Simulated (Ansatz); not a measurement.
Mulliken charges of C₂H₄CuNO, SMILES `CC#[N+][Cu-][OH]` from r2SCAN/def2-TZVPP in Ansatz (PBE0-D4/def2-TZVP geometry).

| atom | x (Å) | y (Å) | z (Å) | charge (e) |
| --- | --- | --- | --- | --- |
| C1 | 0.418 | -2.029 | 0.841 | -0.003 |
| C2 | 0.187 | -0.718 | 0.283 | 0.006 |
| N3 | 0.003 | 0.323 | -0.161 | 0.050 |
| Cu4 | -0.281 | 1.969 | -0.868 | 0.053 |
| O5 | -0.451 | 3.581 | -1.606 | -0.580 |
| H6 | 1.067 | -1.952 | 1.715 | 0.096 |
| H7 | -0.530 | -2.478 | 1.139 | 0.096 |
| H8 | 0.897 | -2.669 | 0.097 | 0.097 |
| H9 | -1.310 | 3.972 | -1.441 | 0.186 |

Task: By hand: the dipole of these point charges (1 e Å = 4.8032 D).

Result: Σ q r = (0.142, -1.900, 0.892) e Å, of length 2.104 e Å = 10.11 D.

Task: How does the dipole of the full density compare? (Estimate.)

Result: Computed: (0.056, -1.624, 0.789) e Å, 8.68 D; the point charges give 1.16 times that, at 2° from its direction.

Point charges leave out the atoms' own dipoles, such as those of lone pairs, and Mulliken's split depends on the basis, so the two needn't agree.
